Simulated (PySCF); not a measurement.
Er⁴⁷⁺: ionisation energy

Er⁴⁷⁺ [Ar] 3d3 (4F) → Er⁴⁸⁺ [Ar] 3d2 (3F), as a difference of total energies. Computed with PySCF 2.14 in an even-tempered Gaussian basis (18 s from 10 bohr⁻², ratio 2.5; 12 p from 13 bohr⁻², ratio 2.5; 7 d from 13 bohr⁻², ratio 2.5; 4 f from 48 bohr⁻², ratio 2.7; 3 g from 72 bohr⁻², ratio 2.7), with the spin-free X2C one-electron Hamiltonian (Gaussian nucleus). Correlated levels: outer shells: [Ne] frozen; virtual orbitals above 40 to 60 times the deepest correlated orbital energy dropped. The calculations carry no spin-orbit coupling.

```csv
method,ionisation energy (eV)
UHF,4020.5
LDA,4019.4
PBE,4019.6
PBE0,4020.2
r2SCAN,4021.7
TPSS,4017.8
B2PLYP,4020.5
MP2 (outer shells),4020.5
SCS-MP2 (outer shells),4020.2
```

Spin-orbit coupling is strong in these open shells (close to jj coupling). The scalar numbers leave it out and a first-order estimate fails, so it can dominate the gap to the real levels.

Breit and QED terms and the two-electron picture change are absent.

For comparison: 4038 ± 4 eV (theoretical estimate listed by NIST; NIST Atomic Spectra Database, ionization energies).
